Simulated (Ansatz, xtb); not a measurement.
# CHNSe: which of two isomers lies lower

Structure X: `N#C[SeH]`, a singlet. Structure Y: `N=C=[Se]`, a singlet. Both are isolated molecules in the gas phase, relaxed with r2SCAN-D4/def2-TZVP.

X (Å):

```yaml
atoms:
  - { symbol: C, position_ang: [-1.9357, -1.0325, 1.7951] }
  - { symbol: N, position_ang: [-3.0405, -1.3510, 1.9403] }
  - { symbol: Se, position_ang: [-0.2299, -0.4272, 1.5247] }
  - { symbol: H, position_ang: [0.3727, -1.6732, 2.0236] }
```

Y (Å):

```csv
atom,x (Å),y (Å),z (Å)
C,-1.3559,-0.7869,1.6853
N,-1.0155,-1.5718,2.5259
Se,-1.9013,0.4351,0.6192
H,-0.5622,-2.4687,2.4795
```

Quicker runs give these differences E(Y) − E(X): GFN2-xTB −20.6 kcal/mol; HF/STO-3G +16.0 kcal/mol (at GFN2-xTB geometries); r2SCAN-D4/def2-SVP −14.4 kcal/mol (at GFN2-xTB geometries).

**Question.** Which of the two would you expect CCSD(T)/def2-TZVPP electronic energies to favour?

**Answer.** Structure Y; the calculation gives E(Y) − E(X) = −4.1 kcal/mol.

How the difference moves with the method:

```json
{"level": "GFN2-xTB", "geometry": "GFN2-xTB", "E(Y) − E(X) (kcal/mol)": "−20.6", "departure from the last row (kcal/mol)": "−16.5", "job, with rough time for the two": "optimisation, 0.43 s"}
{"level": "HF/STO-3G", "geometry": "GFN2-xTB", "E(Y) − E(X) (kcal/mol)": "+16.0", "departure from the last row (kcal/mol)": "+20.1", "job, with rough time for the two": "single point, 1 s"}
{"level": "r2SCAN-D4/def2-SVP", "geometry": "GFN2-xTB", "E(Y) − E(X) (kcal/mol)": "−14.4", "departure from the last row (kcal/mol)": "−10.3", "job, with rough time for the two": "single point, 4 s"}
{"level": "r2SCAN-D4/def2-TZVP", "geometry": "r2SCAN-D4/def2-TZVP", "E(Y) − E(X) (kcal/mol)": "−13.0", "departure from the last row (kcal/mol)": "−8.9", "job, with rough time for the two": "optimisation, 41 s"}
{"level": "HF/def2-TZVPP", "geometry": "r2SCAN-D4/def2-TZVP", "E(Y) − E(X) (kcal/mol)": "−1.3", "departure from the last row (kcal/mol)": "+2.8", "job, with rough time for the two": "part of the CCSD(T) run"}
{"level": "MP2/def2-TZVPP", "geometry": "r2SCAN-D4/def2-TZVP", "E(Y) − E(X) (kcal/mol)": "−6.2", "departure from the last row (kcal/mol)": "−2.1", "job, with rough time for the two": "part of the CCSD(T) run"}
{"level": "CCSD(T)/def2-TZVPP", "geometry": "r2SCAN-D4/def2-TZVP", "E(Y) − E(X) (kcal/mol)": "−4.1", "departure from the last row (kcal/mol)": "", "job, with rough time for the two": "single point, 32 s"}
```

As drawn, Y has 1 C=N, 1 C=Se, 1 N–H in place of 1 C≡N, 1 C–Se, 1 Se–H.

HF/STO-3G puts the two in the other order. The largest departure from CCSD(T)/def2-TZVPP is that of HF/STO-3G, 20.1 kcal/mol.

With harmonic frequencies from r2SCAN-D4/def2-TZVP (ideal gas, rigid rotor, one conformer each, 298.15 K, 1 atm): the zero-point term adds +1.6 kcal/mol; ΔH is −2.6 and ΔG −1.9 kcal/mol.

The correlated steps freeze 11 core orbitals; the filled d shell of Se is correlated, in a basis made for valence electrons. Mirror images aren't counted in ΔG. Codes used: Ansatz 0.2.0, xtb 6.7.1; the last row on 2 threads of Intel(R) Xeon(R) Processor @ 2.50GHz (Skylake/Cascade Lake) on a shared host.
